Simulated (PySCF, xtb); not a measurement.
FGeHO, SMILES [OH][Ge][F] (connectivity only; charge and spin as stated), neutral, multiplicity 1. Other conformers were not sampled.

Harmonic wavenumbers (cm⁻¹) from GFN2-xTB (xtb 6.7.1) at its own minimum, in rising order: 220, 338, 372, 463, 558, 3680.

What does PBE0-D3(BJ)/def2-TZVP (PySCF) give at its own minimum? (An estimate is asked for; the answer gives what the named calculation found.)

269, 452, 670, 705, 813, 3875. Paired by order, the mean absolute difference is 192 cm⁻¹ and the zero-point energies are 8.0 and 9.7 kcal/mol.
